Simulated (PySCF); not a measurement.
# Computed properties of OSr, SMILES [O]=[Sr]

OSr, SMILES [O]=[Sr]. Coordinates come from a B3LYP-D3(BJ)/def2-TZVPD optimisation. The def2 effective core potentials stand for the cores of Sr; spin–orbit coupling is left out. Other conformers were not sampled. All values are computed for the isolated molecule unless a solvent is named; none is compared with measurement here.

**Structure.** The optimised structure has C∞v symmetry. All 1 harmonic modes at B3LYP-D3(BJ)/def2-TZVPD (PySCF) are real, so it is a minimum.

**Vibrations.** The strongest infrared lines (harmonic, unscaled, degenerate partners summed) lie at 667 cm⁻¹ (113 km/mol, O 85 %, Sr 15 %). The softest mode is at 667 cm⁻¹ and the zero-point energy is 1.0 kcal/mol.

**Electronic structure.** ωB97X/def2-TZVPD (PySCF) places the frontier levels at -6.60 and -0.21 eV, a gap of 6.39 eV, and gives a dipole moment of 10.22 D and a mean polarisability of 47.1 bohr³.

**Excitations.** TDA-B3LYP/def2-TZVPD (PySCF) has S1 at 1.75 eV (709 nm, f = 0.004, weak); the most intense of the 10 singlets computed lies at 3.75 eV (f = 0.20). Strengths of degenerate partners are summed. T1 (TDA) is at 1.24 eV, 0.51 eV under S1.
